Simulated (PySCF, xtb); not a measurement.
TiBr4, SMILES [Br][Ti]([Br])([Br])[Br], multiplicity 1.

xtb 6.7.1 with GFN2-xTB at its own geometry gives an orbital gap of 2.12 eV and a dipole moment of 0.00 D.

Geometry: PBE0-D3(BJ)/def2-SVP. The spin state was assumed, not searched. The isomer is the one that the SMILES or the coordinates give; other isomers of the formula were not compared.

**Question.** What does B3LYP/def2-TZVP run with PySCF give? (The exact figures need the calculation; the answer reports its results.)

**Answer.** gap 4.62 eV (levels -8.49 and -3.87 eV), dipole 0.00 D.
